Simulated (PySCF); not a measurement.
PySCF input file for C₂Si, SMILES [C][C][Si] (connectivity only; charge and spin as stated), neutral, multiplicity 1, ADC(2)/aug-cc-pVDZ. Geometry optimised at PBE0-D3(BJ)/def2-TZVP. The geometry has at least one imaginary mode, so it is a saddle point at that level.

```python
import numpy as np
from pyscf import gto, scf, dft, adc

mol = gto.M(
    atom='''
    Si    0.00000000    0.00000000    1.07466194
    C     0.00000000    0.00000000   -0.61485419
    C     0.00000000    0.00000000   -1.89269034
    ''',
    basis='aug-cc-pVDZ',
    charge=0,
    spin=0,
    max_memory=1600,
    verbose=4,
)
mf = scf.RHF(mol)
mf.conv_tol = 1e-10
mf.max_cycle = 100
mf.kernel()
res = {}
for kind, nroots in (('ee', 6), ('ip', 6), ('ea', 2)):
    a = adc.ADC(mf).density_fit('aug-cc-pvdz-ri')
    a.method, a.method_type = 'adc(2)', kind
    e, v, p, x = a.kernel(nroots=nroots)
    res[kind] = (e * 27.211386245988, p)
for kind, (e, p) in res.items():
    print(kind, 'energies / eV', np.round(e, 3), 'strengths', np.round(p, 4))
```

It prints:

```
PySCF version 2.14.0

[INPUT] verbose = 4
[INPUT] num. atoms = 3
[INPUT] num. electrons = 26
[INPUT] charge = 0
[INPUT] spin (= nelec alpha-beta = 2S) = 0
[INPUT] symmetry False subgroup None
[INPUT] Mole.unit = angstrom
[INPUT] Symbol           X                Y                Z      unit          X                Y                Z       unit  Magmom
[INPUT]  1 Si     0.000000000000   0.000000000000   1.074661940000 AA    0.000000000000   0.000000000000   2.030816743094 Bohr   0.0
[INPUT]  2 C      0.000000000000   0.000000000000  -0.614854190000 AA    0.000000000000   0.000000000000  -1.161906025641 Bohr   0.0
[INPUT]  3 C      0.000000000000   0.000000000000  -1.892690340000 AA    0.000000000000   0.000000000000  -3.576666381210 Bohr   0.0

nuclear repulsion = 56.1981264441212
number of shells = 24
number of NR pGTOs = 120
number of NR cGTOs = 73
basis = aug-cc-pVDZ
ecp = {}


[settings echo left out]
init E= -364.679342160745
  HOMO = -0.227988542662388  LUMO = -0.0629116466426036  gap/eV = 4.49197
cycle= 1 E= -364.460505963147  delta_E= 0.219  |g|= 0.308  |ddm|= 2.26
  HOMO = -0.365727192064252  LUMO = -0.0456694355581031  gap/eV = 8.70922
cycle= 2 E= -364.495306603752  delta_E= -0.0348  |g|= 0.183  |ddm|= 1.37
  HOMO = -0.403587812775205  LUMO = -0.0256049324711597  gap/eV = 10.28544
cycle= 3 E= -364.506611191905  delta_E= -0.0113  |g|= 0.0557  |ddm|= 0.318
  HOMO = -0.394462646779361  LUMO = -0.0184609018453528  gap/eV = 10.23153
cycle= 4 E= -364.508175193137  delta_E= -0.00156  |g|= 0.0166  |ddm|= 0.175
  HOMO = -0.392747140180301  LUMO = -0.0179834351633708  gap/eV = 10.19784
cycle= 5 E= -364.508274575939  delta_E= -9.94e-05  |g|= 0.00476  |ddm|= 0.0676
  HOMO = -0.394128768873855  LUMO = -0.0187043619196681  gap/eV = 10.21582
cycle= 6 E= -364.508286838585  delta_E= -1.23e-05  |g|= 0.00162  |ddm|= 0.0147
  HOMO = -0.393949025219793  LUMO = -0.0185061369585042  gap/eV = 10.21632
cycle= 7 E= -364.508288020966  delta_E= -1.18e-06  |g|= 0.000272  |ddm|= 0.00644
  HOMO = -0.393965826421121  LUMO = -0.0184684550430096  gap/eV = 10.21780
cycle= 8 E= -364.50828805322  delta_E= -3.23e-08  |g|= 2.81e-05  |ddm|= 0.000915
  HOMO = -0.393965466786851  LUMO = -0.0184669722779714  gap/eV = 10.21783
cycle= 9 E= -364.508288053686  delta_E= -4.66e-10  |g|= 4.8e-06  |ddm|= 0.000125
  HOMO = -0.393966278317783  LUMO = -0.0184670757102384  gap/eV = 10.21785
cycle= 10 E= -364.508288053702  delta_E= -1.61e-11  |g|= 1.21e-06  |ddm|= 1.82e-05
  HOMO = -0.393966359904227  LUMO = -0.0184669790387175  gap/eV = 10.21786
Extra cycle  E= -364.508288053703  delta_E= -8.53e-13  |g|= 5.34e-07  |ddm|= 4.62e-06
converged SCF energy = -364.508288053703

******** <class 'pyscf.adc.radc.RADC'> ********
******** ADC Orbital Information ********
Number of Frozen Occupied Orbitals: 0
Number of Frozen Virtual Orbitals: 0
Number of Active Occupied Orbitals: 13
Number of Active Virtual Orbitals: 60
*****************************************
******** <class 'pyscf.df.df.DF'> ********
auxbasis = aug-cc-pvdz-ri
Reference correlation energy (doubles): -0.32715412
MP2 correlation energy of reference state (a.u.) = -0.32715412

******** <class 'pyscf.adc.radc_ee.RADCEE'> ********
max_space = 12
max_cycle = 50
conv_tol = 1e-08

*************************************************************
        ADC calculation summary (singlet states only)
*************************************************************
adc(2) root 0  |  Energy (Eh) =   0.1107527938  |  Energy (eV) =   3.01373703  |  Osc. strength = 0.01681467  |  conv = True
adc(2) root 1  |  Energy (Eh) =   0.1107527938  |  Energy (eV) =   3.01373703  |  Osc. strength = 0.01681467  |  conv = True
adc(2) root 2  |  Energy (Eh) =   0.1334258255  |  Energy (eV) =   3.63070164  |  Osc. strength = 0.00000000  |  conv = True
adc(2) root 3  |  Energy (Eh) =   0.1357511951  |  Energy (eV) =   3.69397817  |  Osc. strength = 0.00000000  |  conv = True
adc(2) root 4  |  Energy (Eh) =   0.1357512091  |  Energy (eV) =   3.69397855  |  Osc. strength = 0.00000000  |  conv = True
adc(2) root 5  |  Energy (Eh) =   0.1934687050  |  Energy (eV) =   5.26455161  |  Osc. strength = 0.76584387  |  conv = True

******** <class 'pyscf.adc.radc.RADC'> ********
******** ADC Orbital Information ********
Number of Frozen Occupied Orbitals: 0
Number of Frozen Virtual Orbitals: 0
Number of Active Occupied Orbitals: 13
Number of Active Virtual Orbitals: 60
*****************************************
******** <class 'pyscf.df.df.DF'> ********
auxbasis = aug-cc-pvdz-ri
Reference correlation energy (doubles): -0.32715412
MP2 correlation energy of reference state (a.u.) = -0.32715412

******** <class 'pyscf.adc.radc_ip.RADCIP'> ********
max_space = 12
max_cycle = 50
conv_tol = 1e-08

*************************************************************
        ADC calculation summary (doublet states only)
*************************************************************
adc(2) root 0  |  Energy (Eh) =   0.3322620327  |  Energy (eV) =   9.04131043  |  Spec. factor = 1.62621687  |  conv = True
adc(2) root 1  |  Energy (Eh) =   0.3846598553  |  Energy (eV) =  10.46712781  |  Spec. factor = 1.71151976  |  conv = True
adc(2) root 2  |  Energy (Eh) =   0.3846598553  |  Energy (eV) =  10.46712781  |  Spec. factor = 1.71151976  |  conv = True
adc(2) root 3  |  Energy (Eh) =   0.4235545979  |  Energy (eV) =  11.52550766  |  Spec. factor = 1.74344404  |  conv = True
adc(2) root 4  |  Energy (Eh) =   0.6487510142  |  Energy (eV) =  17.65341428  |  Spec. factor = 1.56366294  |  conv = True
adc(2) root 5  |  Energy (Eh) =   0.7694657299  |  Energy (eV) =  20.93822900  |  Spec. factor = 0.00001534  |  conv = True

******** <class 'pyscf.adc.radc.RADC'> ********
******** ADC Orbital Information ********
Number of Frozen Occupied Orbitals: 0
Number of Frozen Virtual Orbitals: 0
Number of Active Occupied Orbitals: 13
Number of Active Virtual Orbitals: 60
*****************************************
******** <class 'pyscf.df.df.DF'> ********
auxbasis = aug-cc-pvdz-ri
Reference correlation energy (doubles): -0.32715412
MP2 correlation energy of reference state (a.u.) = -0.32715412

******** <class 'pyscf.adc.radc_ea.RADCEA'> ********
max_space = 12
max_cycle = 50
conv_tol = 1e-08

*************************************************************
        ADC calculation summary (doublet states only)
*************************************************************
adc(2) root 0  |  Energy (Eh) =  -0.0582897940  |  Energy (eV) =  -1.58614609  |  Spec. factor = 1.82882386  |  conv = True
adc(2) root 1  |  Energy (Eh) =  -0.0582897940  |  Energy (eV) =  -1.58614609  |  Spec. factor = 1.82882386  |  conv = True
ee energies / eV [3.014 3.014 3.631 3.694 3.694 5.265] strengths [0.0168 0.0168 0.     0.     0.     0.7658]
ip energies / eV [ 9.041 10.467 10.467 11.526 17.653 20.938] strengths [1.6262 1.7115 1.7115 1.7434 1.5637 0.    ]
ea energies / eV [-1.586 -1.586] strengths [1.8288 1.8288]
```

Self-consistency was reached.

Cost: around 13 core-seconds (rough).
